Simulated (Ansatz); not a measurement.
One change: `[F][Ti]([F])([Cl])[SeH]` becomes `[F][Ti]([F])([Cl])[Cl]`.

Ansatz, PBE0-D4/def2-TZVP geometries, multiplicity 1. Each molecule was computed in one conformer, which needn't be the lowest.

Scalar relativity is left out up to krypton.

| property | `[F][Ti]([F])([Cl])[SeH]` |
| --- | --- |
| size of the dipole moment (ωB97M-V/def2-TZVPP) / D | 0.87 |
| LUMO energy (PBE/def2-TZVPP) / eV | -4.19 |
| HOMO energy (PBE0/def2-TZVPP) / eV | -7.92 |
| HOMO energy (B3LYP/def2-TZVPP) / eV | -7.69 |
| HOMO–LUMO gap (PBE/def2-TZVPP) / eV | 2.59 |
| LUMO energy (B3LYP/def2-TZVPP) / eV | -3.53 |

Question: What does the change do to each property? (Estimate.)

Answer: The calculation gave: 
```json
{"property": "size of the dipole moment (ωB97M-V/def2-TZVPP) / D", "`[F][Ti]([F])([Cl])[Cl]`": "0.20", "shift": "-0.67"}
{"property": "LUMO energy (PBE/def2-TZVPP) / eV", "`[F][Ti]([F])([Cl])[Cl]`": "-4.40", "shift": "-0.21"}
{"property": "HOMO energy (PBE0/def2-TZVPP) / eV", "`[F][Ti]([F])([Cl])[Cl]`": "-9.87", "shift": "-1.95"}
{"property": "HOMO energy (B3LYP/def2-TZVPP) / eV", "`[F][Ti]([F])([Cl])[Cl]`": "-9.59", "shift": "-1.90"}
{"property": "HOMO–LUMO gap (PBE/def2-TZVPP) / eV", "`[F][Ti]([F])([Cl])[Cl]`": "4.05", "shift": "1.46"}
{"property": "LUMO energy (B3LYP/def2-TZVPP) / eV", "`[F][Ti]([F])([Cl])[Cl]`": "-3.83", "shift": "-0.30"}
```

With PBE0 the HOMO falls by 1.95 eV and the LUMO falls by 0.28 eV, so the gap widens by about 1.67 eV. PBE moves the HOMO by -1.67 eV and ωB97M-V by -2.08 eV. The zero-point energy changes by -16.6 kJ/mol with -3 modes. Dipoles are sizes alone; their direction can turn.

B3LYP here is the variant with VWN-RPA as its local correlation; programs differ in this.

Spin–orbit coupling is left out; it splits and shifts lone-pair levels of the heavy atoms by tenths of an eV.
